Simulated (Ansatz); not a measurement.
# Two structures, one formula

The two ends of one reaction step of Si2NH7S, closed shell (PBE0-D4/def2-TZVP).

A:

Si1  (-0.324, 0.837, 0.293)
S2  (2.109, -0.168, -0.700)
N3  (-1.116, 1.418, -0.973)
H4  (2.409, 1.070, -1.125)
H5  (0.490, 1.599, 1.299)
Si6  (-0.910, -1.316, 0.967)
H7  (1.413, -0.440, -1.816)
H8  (-0.998, 2.375, -1.280)
H9  (-0.885, -2.223, -0.211)
H10  (-2.265, -1.342, 1.578)
H11  (0.077, -1.811, 1.967)
(Å)

B:

Si1  (0.477, 0.592, 0.234)
S2  (2.444, -0.040, -0.324)
N3  (-0.286, 1.385, -1.080)
H4  (0.158, 2.157, -1.550)
H5  (0.786, 1.441, 1.422)
Si6  (-0.860, -1.229, 0.844)
H7  (2.025, -0.832, -1.326)
H8  (-1.290, 1.433, -1.141)
H9  (-0.781, -2.279, -0.208)
H10  (-2.289, -0.831, 0.997)
H11  (-0.384, -1.798, 2.132)
(Å)

Computed with Ansatz 0.2.0 (basis: def2-TZVPP); correlated methods freeze the cores. B3LYP uses VWN-RPA correlation.

Task: Which structure is lower at CCSD(T), and by how much? (An estimate is asked for; the value comes from the calculation.)

Result: By the calculation: B, by 256.3 kJ/mol (electronic energy, against the other). By their contacts, A is a complex of Si₂NH₅ ([NH][SiH][SiH3]) + H₂S and B is Si₂NH₇S ([NH2][SiH]([SiH3])[SH]).

All methods give the same order:

```
      method  E(B) − E(A) (kJ/mol)
       SPW92                -254.2
      PBE-D4                -239.8
     BLYP-D4                -225.9
   r2SCAN-D4                -256.0
      B97M-V                -259.5
     PBE0-D4                -263.6
    B3LYP-D4                -247.8
  r2SCAN0-D4                -272.2
    BHLYP-D4                -272.6
CAM-B3LYP-D4                -261.7
     wB97X-V                -268.9
     wB97M-V                -260.7
      B2PLYP                -252.9
    PBE-QIDH                -274.0
  RPA on PBE                -242.4
          HF                -291.7
         MP2                -259.0
        CCSD                -264.8
     CCSD(T)                -256.3
```

T1 diagnostic: at most 0.017.

Labels in which every atom is bracketed show which atoms are joined, not bond orders.

For scale, one of the runs: CCSD(T)/def2-TZVPP, 255 basis functions (an equivalent command: `ansatz run in.yaml --threads 4`). Time: 62 s of wall clock on 4 CPU threads; the host was shared. Peak host memory: 5.1 GiB.
